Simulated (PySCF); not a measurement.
# B²⁺ (boron, charge +2): M06-L calculation

Configuration: [He] 2s1, 2S determinant. Calculation: PySCF 2.14, in def2-SVP (3s2p1d, 14 functions); the non-relativistic Hamiltonian (point nucleus).

| Item | Value |
| --- | --- |
| Total energy | -23.4135 hartree |
| One-electron energy | -27.6770 hartree |
| Hartree (Coulomb) energy | 7.5415 hartree |
| Exchange-correlation energy | -3.2780 hartree |
| Kinetic energy | 23.17015 hartree |
| ⟨S²⟩ | 0.7500 |
| ⟨L²⟩ | 0.000 |
| Sum of ⟨r⟩ | 2.328 bohr |
| Sum of ⟨r²⟩ | 3.536 bohr² |
| Density at the nucleus (Gaussians lack the cusp) | 63.8 bohr⁻³ |
| Spin density at the nucleus | 2.56 bohr⁻³ |
| Langevin diamagnetic susceptibility | -2.80 ×10⁻⁶ cm³/mol |
| Time after the integrals | 0.04 s of wall time on 1 thread of Neoverse-V2 (shared host) |

```
shell  electrons  mean orbital energy (eV)  rms radius, mean of both spins (bohr)
 1s α          1                   -214.95                                  0.379
 1s β          1                   -214.43                                  0.379
 2s α          1                   -32.485                                   1.80
```
